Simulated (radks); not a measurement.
Valence configurations of Co III (all share [Ar]). All-electron calculation, non-relativistic Kohn-Sham, TPSS, spin-unpolarised, spherical densities, point nucleus; meta-GGA in the generalised Kohn-Sham scheme. Program: a radial shooting solver on a logarithmic mesh with Libxc functionals. Order these by energy: 3d5 4s2; 3d5.5 4s0.5 4p1; 3d6 4s1; 3d7; 3d6 4p1; 3d4 4p3; 3d5 4p2; 3d4.5 4s0.5 4p2; 3d6.5 4p0.5; 3d6.5 4s0.5.

Answer. From the lowest, in eV above it: 3d7 0.000; 3d6.5 4s0.5 3.942; 3d6.5 4p0.5 7.059; 3d6 4s1 8.959; 3d6 4p1 15.512; 3d5.5 4s0.5 4p1 21.949; 3d5 4s2 22.451; 3d5 4p2 36.774; 3d4.5 4s0.5 4p2 46.037; 3d4 4p3 64.512. NIST lists [Ar] 3d7 as the ground configuration; this level of theory agrees among the configurations tried. The energies are those of spherical spin-averaged densities, not of single terms.
